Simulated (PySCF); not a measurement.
## Fractional electron number in Tl- (thallium, charge -1)

The 6p alpha orbital of [Xe] 4f14 5d10 6s2 6p2 is emptied in steps (occupation f), with all orbitals relaxed, ending at [Xe] 4f14 5d10 6s2 6p1. All numbers are calculated (PySCF 2.14, a scalar-relativistic core potential, in def2-TZVPPD with the def2 core potential (60 electrons) (7s5p4d2f, 56 functions)). The exact energy is a straight line in f; departures are measured from the line between the end points of the same method.

Q: Among UHF, LDA, PBE, PBE0, r2SCAN, LC-wPBE, BHandHLYP, wB97X, HSE06, MN15, which shows the largest delocalisation error (convex curve), and which is closest to linear?

A: Most convex: LDA (-0.561 eV at f = 0.5); closest to linear: wB97X (0.015 eV).

```csv
f,UHF (eV),LDA (eV),PBE (eV),PBE0 (eV),r2SCAN (eV),LC-wPBE (eV),BHandHLYP (eV),wB97X (eV),HSE06 (eV),MN15 (eV)
1,0.000,0.000,0.000,0.000,0.000,0.000,0.000,0.000,0.000,0.000
0.75,0.065,-0.414,-0.397,-0.281,-0.371,0.057,-0.183,0.013,-0.351,-0.229
0.5,0.082,-0.561,-0.539,-0.378,-0.489,0.076,-0.245,0.015,-0.472,-0.297
0.25,0.058,-0.428,-0.412,-0.286,-0.364,0.058,-0.185,0.010,-0.355,-0.212
0,0.000,0.000,0.000,0.000,0.000,0.000,0.000,0.000,0.000,0.000
```

```json
{"method": "UHF", "E(f=0) − E(f=1) (eV)": "-0.111", "−ε at f=1 (eV)": "0.254", "−ε at f=0.5 (eV)": "-0.129"}
{"method": "LDA", "E(f=0) − E(f=1) (eV)": "0.437", "−ε at f=1 (eV)": "-1.730", "−ε at f=0.5 (eV)": "0.397"}
{"method": "PBE", "E(f=0) − E(f=1) (eV)": "0.296", "−ε at f=1 (eV)": "-1.781", "−ε at f=0.5 (eV)": "0.256"}
{"method": "PBE0", "E(f=0) − E(f=1) (eV)": "0.279", "−ε at f=1 (eV)": "-1.208", "−ε at f=0.5 (eV)": "0.267"}
{"method": "r2SCAN", "E(f=0) − E(f=1) (eV)": "0.350", "−ε at f=1 (eV)": "-1.633", "−ε at f=0.5 (eV)": "0.370"}
{"method": "LC-wPBE", "E(f=0) − E(f=1) (eV)": "0.242", "−ε at f=1 (eV)": "0.543", "−ε at f=0.5 (eV)": "0.248"}
{"method": "BHandHLYP", "E(f=0) − E(f=1) (eV)": "0.121", "−ε at f=1 (eV)": "-0.847", "−ε at f=0.5 (eV)": "0.115"}
{"method": "wB97X", "E(f=0) − E(f=1) (eV)": "-0.002", "−ε at f=1 (eV)": "0.083", "−ε at f=0.5 (eV)": "-0.012"}
{"method": "HSE06", "E(f=0) − E(f=1) (eV)": "0.311", "−ε at f=1 (eV)": "-1.549", "−ε at f=0.5 (eV)": "0.300"}
{"method": "MN15", "E(f=0) − E(f=1) (eV)": "0.250", "−ε at f=1 (eV)": "-1.003", "−ε at f=0.5 (eV)": "0.292"}
```

At f = 1 the orbital energy is positive for LDA, PBE, PBE0, r2SCAN, BHandHLYP, HSE06, MN15: only the finite basis holds the electron.

Reference removal energy between the ground levels: 0.320 eV (measured; photodetachment measurements, as compiled on the Wikipedia data page of electron affinities). The calculation has no spin-orbit coupling. UHF lacks correlation.
